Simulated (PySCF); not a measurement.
# Computed structure and properties of [BiCl2]+

System: [BiCl2]+ (singlet); start: template (C2v). Method: PySCF 2.14.0, RKS PBE0, Bi def2-SVP with ECP60, Cl def2-SVP; non-relativistic Hamiltonian with scalar-relativistic core potentials where named; density fitting; no spin-orbit coupling.

Input of the relaxation:

```python
mol = gto.M(atom='''
Bi     0.00000     0.00000    -0.25338
Cl     2.25800    -0.00000     0.75712
Cl    -2.25800     0.00000     0.75712''',
    basis={'Bi': 'def2-SVP', 'Cl': 'def2-SVP'},
    ecp={'Bi': 'def2-SVP'},
    charge=1, spin=0)
mf = dft.RKS(mol, xc='PBE0')
mf.grids.atom_grid = (50, 194)
mf = mf.density_fit()  # fitting sets: Bi def2-universal-JKFIT, Cl def2-universal-JKFIT
mf.conv_tol = 1e-08; mf.max_cycle = 55
mf.kernel(dm0)  # dm0: converged density of the start geometry
# quasi-Newton relaxation in Cartesian coordinates to a largest gradient under 0.00045 Eh/bohr, steps kept in the point group
```

Run from Python with OMP_NUM_THREADS=2; the lines above give its settings. Where DIIS fails, smearing, a level shift and second-order steps follow.
It took 8.2 s on 2 threads of AMD EPYC 7R43 64-Core Processor (Zen 3), with other jobs on the host, from the converged density of the start.

Course of the relaxation:

```csv
step,energy above end (eV),largest force component within the symmetry (eV/Å)
0,0.5563,1.104
1,0.2557,0.797
2,0.0338,0.375
3,0.0005,0.117
4,0.0003,0.141
5,0.0000,0.002
```

Relaxed geometry (C2v):

```xyz
3

Bi    0.0000    0.0000   -0.6039
Cl    1.8218    0.0000    0.9324
Cl   -1.8218    0.0000    0.9324
```

| contact | Å |
| --- | --- |
| Bi1–Cl2 (Cl) | 2.383 |
| Bi1–Cl3 (Cl) | 2.383 |

On the finer grid (75, 302):

```json
{
 "HOMO": "-14.56 eV",
 "LUMO": "-10.21 eV",
 "Dipole about the centre of mass": "2.71 D",
 "Set of Mulliken populations of Bi1 outside the core potential": "s 3.93, p 7.69, d 10.18",
 "D3(BJ) dispersion energy (not in the energies)": "-0.090 eV"
}
```

| atom | Mulliken (e) | Löwdin (e) | spin (e) |
| --- | --- | --- | --- |
| Bi1 | 1.21 | 0.89 | 0.00 |
| Cl2 | -0.10 | 0.06 | 0.00 |
| Cl3 | -0.10 | 0.06 | 0.00 |

On the grid (50, 194), as all that follows. Harmonic modes: a minimum; lowest 119 cm⁻¹ (negative: unstable), highest 398 cm⁻¹, zero-point energy 0.056 eV.

Taking off one Cl (charge -1, singlet; the rest: singlet) in vacuum, both parts rigid, costs 15.68 eV; the small basis without counterpoise inflates it. Most of it is the attraction of opposite charges; other ways to part are cheaper, and one spin state was tried for the rest.

Rigid scan of Cl along the line from its metal:

distance to Cl2 (Å), energy (eV) and a bar:
```
     2.08      1.180 #########
     2.18      0.453 ####
     2.28      0.098 #
     2.38      0.000 
     2.48      0.075 #
     2.58      0.262 ##
     2.78      0.817 ######
     3.08      1.767 ##############
     3.48      2.879 ######################
     3.98      3.862 ##############################
```

One start shape was tried, so this needn't be the lowest isomer.
